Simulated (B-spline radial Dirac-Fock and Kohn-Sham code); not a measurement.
# X-ray form factors of tin in several charge states

These are calculated numbers from a radial B-spline solver; the model is configuration-average Dirac-Fock orbitals.

Configurations: Sn³⁸⁺ [Ne] 3s2; Sn³⁹⁺ [Ne] 3s1; Sn⁴¹⁺ [He] 2s2 2p5; Sn⁴²⁺ [He] 2s2 2p4. The first column is f₀ of Sn³⁸⁺, the others are differences from it.

| s (Å⁻¹) | Sn³⁸⁺ | Δ Sn³⁹⁺ | Δ Sn⁴¹⁺ | Δ Sn⁴²⁺ |
| --- | --- | --- | --- | --- |
| 0 | 12.000 | -1.000 | -3.000 | -4.000 |
| 0.05 | 11.994 | -0.998 | -2.996 | -3.996 |
| 0.1 | 11.976 | -0.992 | -2.984 | -3.983 |
| 0.15 | 11.947 | -0.983 | -2.964 | -3.962 |
| 0.2 | 11.906 | -0.970 | -2.936 | -3.932 |
| 0.25 | 11.853 | -0.954 | -2.901 | -3.894 |
| 0.3 | 11.790 | -0.934 | -2.859 | -3.849 |
| 0.35 | 11.716 | -0.911 | -2.810 | -3.797 |
| 0.4 | 11.632 | -0.885 | -2.755 | -3.737 |
| 0.45 | 11.539 | -0.857 | -2.694 | -3.671 |
| 0.5 | 11.436 | -0.826 | -2.627 | -3.600 |
| 0.6 | 11.207 | -0.758 | -2.480 | -3.441 |
| 0.7 | 10.950 | -0.684 | -2.319 | -3.266 |
| 0.8 | 10.670 | -0.606 | -2.148 | -3.080 |
| 0.9 | 10.374 | -0.526 | -1.973 | -2.887 |
| 1 | 10.066 | -0.448 | -1.797 | -2.693 |
| 1.1 | 9.751 | -0.373 | -1.625 | -2.501 |
| 1.2 | 9.435 | -0.302 | -1.461 | -2.315 |
| 1.4 | 8.809 | -0.178 | -1.166 | -1.973 |
| 1.6 | 8.211 | -0.085 | -0.926 | -1.683 |
